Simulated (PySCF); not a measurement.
**Radial density of Cr²⁺ (chromium, charge +2)**

UHF, [Ar] 3d3 4s1, high-spin 5F determinant (an excited configuration). Computed with PySCF 2.14 in aug-cc-pVQZ-DK (9s8p6d4f3g2h, 140 functions), with scalar relativity by spin-free X2C-1e.

```tsv
r (bohr)	4πr²ρ (e/bohr)	4πr²(ρα − ρβ)
0.00109	0.1904	0.0001
0.00184	0.4838	0.0003
0.00309	1.204	0.0007
0.00520	2.898	0.0017
0.00874	6.570	0.0039
0.0147	13.40	0.0077
0.0247	22.80	0.0120
0.0416	28.76	0.0112
0.0700	24.69	0.0028
0.118	23.05	0.0266
0.198	31.54	0.1812
0.333	18.87	0.7631
0.560	10.66	2.2319
0.942	11.62	2.5439
1.58	2.869	1.2528
2.67	0.5812	0.5549
4.48	0.06104	0.0610
7.54	0.0003074	0.0003
```

Densities and radii are taken from the X2C orbitals without a picture-change correction, which distorts them close to the nucleus.
